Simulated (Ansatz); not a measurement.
Calculated with Ansatz (gas phase, PBE0-D4/def2-TZVP geometries, no zero-point term in ΔE). CCSD(T)/CBS is the MP2 limit (def2-TZVPP, def2-QZVPP) plus CCSD(T) − MP2 in def2-TZVPP, frozen cores. DFT in def2-TZVPP. B3LYP here is the variant with VWN-RPA as its local correlation; programs differ in this. HSE06 is defined as in plane-wave codes. Each species was taken in one conformer, which may not be the lowest.

Reaction (substitution at a C–C bond): `CCCCCC=O` + `CNC` → `CN(C)C=O` + `CCCCC`

```json
{"level": "PBE-D4", "ΔE (kcal/mol)": "-21.2", "difference from CCSD(T)/CBS": "-3.8"}
{"level": "BLYP-D4", "ΔE (kcal/mol)": "-20.8", "difference from CCSD(T)/CBS": "-3.4"}
{"level": "r2SCAN-D4", "ΔE (kcal/mol)": "-21.3", "difference from CCSD(T)/CBS": "-3.9"}
{"level": "B97M-V", "ΔE (kcal/mol)": "-19.8", "difference from CCSD(T)/CBS": "-2.4"}
{"level": "PBE0-D4", "ΔE (kcal/mol)": "-20.2", "difference from CCSD(T)/CBS": "-2.8"}
{"level": "B3LYP-D4", "ΔE (kcal/mol)": "-20.1", "difference from CCSD(T)/CBS": "-2.7"}
{"level": "r2SCANh-D4", "ΔE (kcal/mol)": "-20.9", "difference from CCSD(T)/CBS": "-3.5"}
{"level": "r2SCAN0-D4", "ΔE (kcal/mol)": "-20.4", "difference from CCSD(T)/CBS": "-3.0"}
{"level": "HSE06-D4", "ΔE (kcal/mol)": "-20.2", "difference from CCSD(T)/CBS": "-2.8"}
{"level": "BHLYP-D4", "ΔE (kcal/mol)": "-19.0", "difference from CCSD(T)/CBS": "-1.6"}
{"level": "CAM-B3LYP-D4", "ΔE (kcal/mol)": "-19.9", "difference from CCSD(T)/CBS": "-2.5"}
{"level": "ωB97X-V", "ΔE (kcal/mol)": "-18.7", "difference from CCSD(T)/CBS": "-1.3"}
{"level": "ωB97M-V", "ΔE (kcal/mol)": "-18.3", "difference from CCSD(T)/CBS": "-0.9"}
{"level": "B2PLYP", "ΔE (kcal/mol)": "-19.4", "difference from CCSD(T)/CBS": "-2.0"}
{"level": "PBE", "ΔE (kcal/mol)": "-20.9", "difference from CCSD(T)/CBS": "-3.5"}
{"level": "revPBE", "ΔE (kcal/mol)": "-19.6", "difference from CCSD(T)/CBS": "-2.2"}
{"level": "BLYP", "ΔE (kcal/mol)": "-20.0", "difference from CCSD(T)/CBS": "-2.6"}
{"level": "r2SCAN", "ΔE (kcal/mol)": "-21.3", "difference from CCSD(T)/CBS": "-3.9"}
{"level": "PBE0", "ΔE (kcal/mol)": "-20.0", "difference from CCSD(T)/CBS": "-2.6"}
{"level": "B3LYP", "ΔE (kcal/mol)": "-19.6", "difference from CCSD(T)/CBS": "-2.2"}
{"level": "r2SCAN0", "ΔE (kcal/mol)": "-20.4", "difference from CCSD(T)/CBS": "-3.0"}
{"level": "HSE06", "ΔE (kcal/mol)": "-20.0", "difference from CCSD(T)/CBS": "-2.6"}
{"level": "BHLYP", "ΔE (kcal/mol)": "-18.7", "difference from CCSD(T)/CBS": "-1.3"}
{"level": "CAM-B3LYP", "ΔE (kcal/mol)": "-19.6", "difference from CCSD(T)/CBS": "-2.2"}
{"level": "LC-ωPBE", "ΔE (kcal/mol)": "-19.3", "difference from CCSD(T)/CBS": "-1.9"}
{"level": "RPA@PBE/def2-TZVPP", "ΔE (kcal/mol)": "-17.0", "difference from CCSD(T)/CBS": "0.4"}
{"level": "HF/def2-SVP", "ΔE (kcal/mol)": "-19.0", "difference from CCSD(T)/CBS": "-1.6"}
{"level": "MP2/def2-SVP", "ΔE (kcal/mol)": "-21.3", "difference from CCSD(T)/CBS": "-3.9"}
{"level": "CCSD/def2-SVP", "ΔE (kcal/mol)": "-19.1", "difference from CCSD(T)/CBS": "-1.7"}
{"level": "CCSD(T)/def2-SVP", "ΔE (kcal/mol)": "-19.9", "difference from CCSD(T)/CBS": "-2.5"}
{"level": "MP2/def2-TZVPP", "ΔE (kcal/mol)": "-19.0", "difference from CCSD(T)/CBS": "-1.6"}
{"level": "SCS-MP2/def2-TZVPP", "ΔE (kcal/mol)": "-17.7", "difference from CCSD(T)/CBS": "-0.3"}
{"level": "CCSD/def2-TZVPP", "ΔE (kcal/mol)": "-16.8", "difference from CCSD(T)/CBS": "0.6"}
{"level": "CCSD(T)/def2-TZVPP", "ΔE (kcal/mol)": "-17.6", "difference from CCSD(T)/CBS": "-0.2"}
{"level": "HF/def2-QZVPP", "ΔE (kcal/mol)": "-16.0", "difference from CCSD(T)/CBS": "1.4"}
{"level": "MP2/def2-QZVPP", "ΔE (kcal/mol)": "-18.8", "difference from CCSD(T)/CBS": "-1.4"}
{"level": "SCS-MP2/def2-QZVPP", "ΔE (kcal/mol)": "-17.5", "difference from CCSD(T)/CBS": "-0.1"}
{"level": "HF/CBS(def2)", "ΔE (kcal/mol)": "-15.9", "difference from CCSD(T)/CBS": "1.5"}
{"level": "MP2/CBS(def2)", "ΔE (kcal/mol)": "-18.8", "difference from CCSD(T)/CBS": "-1.4"}
{"level": "CCSD/CBS(def2)", "ΔE (kcal/mol)": "-16.6", "difference from CCSD(T)/CBS": "0.8"}
{"level": "CCSD(T)/CBS", "ΔE (kcal/mol)": "-17.4", "difference from CCSD(T)/CBS": "0"}
```

Largest T1 diagnostic among the species: 0.014.

In def2-TZVPP, CCSD(T) changes the Hartree–Fock value by −1.5 kcal/mol (the triples alone add −0.8 kcal/mol) and MP2 by −2.9 kcal/mol. From BLYP to BHLYP (50 % exact exchange), in def2-TZVPP and without D4, ΔE moves by +1.3 kcal/mol.

CCSD(T)/CBS has its own doubt, a few kJ/mol and more with outer-core shells, so smaller differences from it don't rank the levels.
